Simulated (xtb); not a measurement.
fluoro(fluorosilyloxy)silane (F2H4OSi2), SMILES F[SiH2]O[SiH2]F. All values are semi-empirical tight-binding results from xtb (GFN2-xTB unless named), good for trends rather than for accurate numbers. The structure is a stationary point at GFN2-xTB. Other conformers were not sampled.

Optimised geometry:

Bond lengths (Å): Si1–F2 1.604, Si1–O3 1.608, Si1–H6 1.449, Si1–H7 1.449, O3–Si4 1.608, Si4–F5 1.605, Si4–H8 1.449, Si4–H9 1.449. Bond angles (°): F2–Si1–O3 105.2, F2–Si1–H6 106.5, F2–Si1–H7 106.8, O3–Si1–H6 109.4, O3–Si1–H7 108.2, H6–Si1–H7 119.7, Si1–O3–Si4 174.9, O3–Si4–F5 105.6, O3–Si4–H8 108.1, O3–Si4–H9 109.2, F5–Si4–H8 106.7, F5–Si4–H9 106.5, H8–Si4–H9 119.8.

| Property | Value |
|---|---|
| orbital gap | 6.14 eV |
| dipole moment | 0.11 D |
| zero-point energy | 26.8 kcal/mol |
| G − E(el) at 298.15 K (modified RRHO) | 6.0 kcal/mol |
| static polarisability (D4 model) | 68.6 bohr³ |
| solvation energy, GFN2-xTB/ALPB(water) | 1.7 kcal/mol |
| solvation energy, GFN2-xTB/ALPB(ether) | -0.7 kcal/mol |

Computed atomic charges and the Wiberg bond orders between heavy atoms:
charges (e) Si1 0.60, F2 -0.27, O3 -0.42, Si4 0.60, F5 -0.27, H6 -0.06, H7 -0.06, H8 -0.06, H9 -0.06. Bond orders Si1–F2 1.09, Si1–O3 1.10, O3–Si4 1.10, Si4–F5 1.09.
